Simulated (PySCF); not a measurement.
Simulated absorption spectrum

Compound: CH10ClNSi3.
SMILES: `N[SiH2][C@H]([SiH3])[SiH2]Cl`

Theory: PySCF, TDDFT B3LYP/def2-SVPD, vertical, gas phase, core orbitals frozen in the response. The structure is a single PBE0-D3(BJ)/def2-SVP conformer in the gas phase; no vibrational or solvent corrections. Torsions of this conformer, `[NH2:1][SiH2:2][C@H:3]([SiH3:4])[SiH2:5][Cl:6]`: N1–Si2–C3–Si4 88°, Si2–C3–Si5–Cl6 -39°, H–N1–Si2–C3 70°, H–N1–Si2–C3 -87°.

Each state is given a Gaussian of 0.3 eV full width at half maximum, with ε(max) = 2.175×10⁸ f / Δν̃ (Δν̃ the width in cm⁻¹). The width is an assumption, not a result. The curve ends short of the highest state used, and states not computed would add to its high-energy end.

E (eV), ε (L mol⁻¹ cm⁻¹) and a bar:
```
     5.43          1 
     5.47          3 
     5.51          8 
     5.55         18 
     5.59         39 
     5.63         76 #
     5.67        133 ##
     5.71        213 ##
     5.75        307 ####
     5.79        403 #####
     5.83        480 ######
     5.87        523 ######
     5.91        528 ######
     5.95        511 ######
     5.99        506 ######
     6.03        556 ######
     6.07        698 ########
     6.11        946 ###########
     6.15       1276 ###############
     6.19       1625 ###################
     6.23       1907 ######################
     6.27       2042 ########################
     6.31       1989 #######################
     6.35       1767 ####################
     6.39       1446 #################
     6.42       1199 ##############
     6.46        936 ###########
     6.50        814 #########
     6.54        861 ##########
     6.58       1065 ############
     6.62       1375 ################
     6.66       1715 ####################
     6.70       2017 #######################
     6.74       2245 ##########################
     6.78       2418 ############################
     6.82       2603 ##############################
```

Question: Where are the band maxima, and which computed states make them?

Answer: 210 nm (5.90 eV), ε about 530, made up of S1 (96%) (hardly more than a shoulder); 197 nm (6.28 eV), ε about 2000, made up of S2 (100%) (ε in L mol⁻¹ cm⁻¹; maxima over ε = 5, shares over 10%). At its high-energy end, 6.82 eV, the curve is still rising (ε about 2600, from S3, S4, S5 and S6). The states used: S1 5.88 eV (f 0.0057); S2 6.28 eV (f 0.023); S3 6.73 eV (f 0.021); S4 6.97 eV (f 0.0071); S5 7.00 eV (f 0.016); S6 7.09 eV (f 0.028); S7 7.16 eV (f 0.0031); S8 7.19 eV (f 0.0060); S9 7.28 eV (f 0.0094); S10 7.42 eV (f 0.030).

Question: On this curve, what absorbance would a 10⁻³ mol/L sample give at 222 nm over a 1 cm path?

Answer: 222 nm is 5.585 eV, where ε is about 36 L mol⁻¹ cm⁻¹, so A = ε c l ≈ 0.036 (Beer–Lambert, with the gas-phase spectrum and the assumed width).

Question: Coming from long wavelengths, where does ε first pass 100 L mol⁻¹ cm⁻¹?

Answer: At about 219 nm (5.65 eV), 0.23 eV below S1.

Question: What would ε be at 6.28 eV, the highest of these maxima, with half the width (0.15 eV)?

Answer: About 4080 L mol⁻¹ cm⁻¹ against 2050, a factor of about 1.99; a lone state at its own centre would give exactly 2.

The vertical ionisation energy (ΔSCF) is 9.31 eV, 1.89 eV above S10.
